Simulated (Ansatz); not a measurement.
AlAsH$_{6}$O$_{3}$ (`[OH][Al-]([OH])([OH])[AsH3+]`). The species carries charge 0 and has multiplicity 1. Correlated methods include outer-core shells of As, which these sets cover unevenly. Scalar relativity is left out up to krypton.

```xyz
11

O    -1.375   -0.233    1.536
Al    0.195    0.111    0.954
O     0.695    1.744    0.877
O     1.392   -1.103    1.075
As   -0.334   -0.194   -1.638
H    -1.940    0.465    1.862
H     1.618    1.977    0.956
H     1.204   -1.934    1.507
H     0.764   -0.035   -2.660
H    -1.342    0.702   -2.313
H    -0.877   -1.502   -2.156
```

(1) Give the diagnostics of a CCSD(T)/def2-TZVPP run (frozen core, Ansatz). (Estimate.)

Answers

(1) Computed: T1 = 0.0118, largest single amplitude 0.021, largest double 0.037, (T) share of the correlation energy 3.3 %, 9 CCSD cycles. The RHF solution is stable towards an unrestricted one. T1 lies under the customary mark of 0.02 for closed shells.
